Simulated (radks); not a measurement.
The nuclear charge of neutral magnesium is varied continuously with 12 electrons held in [Ne] 3s2. Calculated with a radial shooting solver on a logarithmic mesh with Libxc functionals: non-relativistic Kohn-Sham, PBE, spin-polarised, spherical densities, point nucleus. By the Hellmann-Feynman theorem dE/dZ = E(electron-nucleus)/Z, the electronic potential at the nucleus.

| Z | E (hartree) | E(electron-nucleus)/Z (hartree) | HOMO | e(HOMO) (eV) | <r> HOMO (bohr) |
|---|---|---|---|---|---|
| 11.8 | -192.05700 | -39.0609 | 3s | -3.168 | 3.406 |
| 11.9 | -195.98459 | -39.4907 | 3s | -3.911 | 3.274 |
| 12 | -199.95512 | -39.9198 | 3s | -4.699 | 3.155 |
| 12.1 | -203.96854 | -40.3485 | 3s | -5.530 | 3.047 |
| 12.2 | -208.02480 | -40.7767 | 3s | -6.402 | 2.949 |
| 12.3 | -212.12386 | -41.2045 | 3s | -7.316 | 2.859 |
| 12.4 | -216.26568 | -41.6319 | 3s | -8.269 | 2.775 |
| 12.5 | -220.45023 | -42.0590 | 3s | -9.261 | 2.698 |
| 12.6 | -224.67748 | -42.4858 | 3s | -10.292 | 2.626 |
| 12.7 | -228.94739 | -42.9124 | 3s | -11.360 | 2.559 |
| 12.8 | -233.25994 | -43.3387 | 3s | -12.465 | 2.496 |
| 12.9 | -237.61511 | -43.7647 | 3s | -13.607 | 2.437 |
| 13 | -242.01288 | -44.1906 | 3s | -14.785 | 2.381 |

The central difference of E at Z = 12 is -39.920 hartree, to compare with the third column; the second derivative is -4.29 hartree.
